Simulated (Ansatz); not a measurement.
## A ladder of methods for GaHCl2O (SMILES [OH][Ga]([Cl])[Cl])

GaHCl2O has 5 atoms, charge 0, and is taken as a singlet. As SMILES, `[OH][Ga]([Cl])[Cl]`. Geometry: optimised at PBE0/def2-SVP.

| atom | x (Å) | y (Å) | z (Å) |
| --- | --- | --- | --- |
| O | 0.2542 | 1.3550 | 0.2457 |
| Ga | 0.1171 | -0.3940 | 0.0554 |
| Cl | 1.5060 | -1.6389 | 1.0623 |
| Cl | -1.4141 | -1.2449 | -1.1609 |
| H | -0.4133 | 1.8492 | -0.2438 |

Each level gives the dissociation energy of the Ga2–O1 bond into doublet GaCl2 and doublet OH (shapes relaxed at PBE0/def2-SVP, no zero-point term) (eV). The values are calculated.

| level | kind | program | value (eV) | less CCSD(T)/def2-SVP | CPU time (all runs) |
| --- | --- | --- | --- | --- | --- |
| BLYP/def2-SVP | GGA | Ansatz | 4.26 | -0.18 | 7.1 s |
| PBE/def2-SVP | GGA | Ansatz | 4.48 | +0.04 | 6.7 s |
| PBE0-D4/def2-SVP | global hybrid | Ansatz | 4.41 | -0.03 | 10 s |
| CAM-B3LYP/def2-SVP | range-separated hybrid | Ansatz | 4.48 | +0.04 | 11 s |
| wB97M-V/def2-SVP | range-separated hybrid | Ansatz | 4.58 | +0.14 | 46 s |
| B2PLYP/def2-SVP | double hybrid | Ansatz | 4.45 | +0.01 | 14 s |
| RPA@PBE/def2-SVP | RPA | Ansatz | 4.11 | -0.33 | 11 s |
| CCSD(T)/def2-SVP | coupled cluster or CI | Ansatz | 4.44 | 0.00 | 18 s |

CCSD(T)/def2-SVP is the highest level here, not the true value. All-electron rows without a relativistic Hamiltonian named are non-relativistic. The values span 4.11 to 4.58 eV. Measured bond enthalpies also hold zero-point and thermal terms, a few tenths of an eV less. In the correlated wave-function rows the outer d shell of Ga is correlated, in sets not made for it. Times are those of the runs behind each value, whatever else they computed, on shared processors of several kinds: orders of magnitude only.
